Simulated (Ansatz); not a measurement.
Geometry optimisation, RKS BHLYP/def2-SVP in Ansatz 0.2.0.

Input:

```yaml
crystal:
  periodic: [false, false, false]
  atoms:
    - { symbol: Si, position_ang: [-1.99849, -0.53318, 0.3347] }
    - { symbol: Si, position_ang: [-0.05256, -0.43538, -0.90172] }
    - { symbol: As, position_ang: [-0.52156, -1.49065, -2.9839] }
    - { symbol: H, position_ang: [-2.56535, 0.67313, -0.37019] }
    - { symbol: H, position_ang: [1.37167, -0.04987, -1.04839] }
    - { symbol: H, position_ang: [-1.88942, -1.90102, -2.49786] }
    - { symbol: H, position_ang: [-1.09373, -0.19099, -3.4659] }
total_charge: 1
basis:
  gaussian: { orbitals: def2-SVP }
hamiltonian:
  xc: { name: BHLYP }
relax:
  f_tol: 0.015
  max_steps: 40
```

Command:

```bash
$ ansatz run input.yaml --threads 1 --pin off --max-ram 2048MiB --backend cpu --events-out ev --progress --plain --runs-dir out
```

Problem. Where does it end, and by what steps?

Solution. The run converged. Limits of this set-up: the dipole of an ion depends on the origin. After 16 steps the energy has fallen by 0.466 eV; H4 moved furthest, 0.84 Å. Joined: Si2–H4.

```csv
step,energy less start (eV),largest force component (eV/Å),accepted
0,0.0000,1.100,yes
1,-0.1318,0.621,yes
2,-0.2052,0.262,yes
3,-0.2389,0.199,yes
4,-0.2817,0.256,yes
5,-0.3375,0.317,yes
6,-0.3667,0.501,yes
7,-0.3890,0.356,yes
8,-0.4313,0.160,yes
9,-0.4412,0.265,yes
10,-0.4577,0.125,yes
11,-0.4592,0.216,yes
12,-0.4642,0.041,yes
13,-0.4650,0.076,yes
14,-0.4659,0.066,yes
15,-0.4662,0.033,yes
16,-0.4663,0.008,yes
```

```xyz
7
Properties=species:S:1:pos:R:3
Si -1.835 -0.484 0.844
Si -0.418 -0.564 -0.931
As -0.594 -1.615 -3.037
H -1.746 0.527 -0.494
H 0.714 0.373 -0.757
H -2.070 -1.891 -2.847
H -0.800 -0.274 -3.711
```

Whether the end is a true minimum wasn't checked by a vibrational analysis.

Time of the run: 25 s on 1 thread of AMD EPYC 9R45 96-Core Processor (Zen 5), with other jobs on the host, peak memory 0.2 GiB.
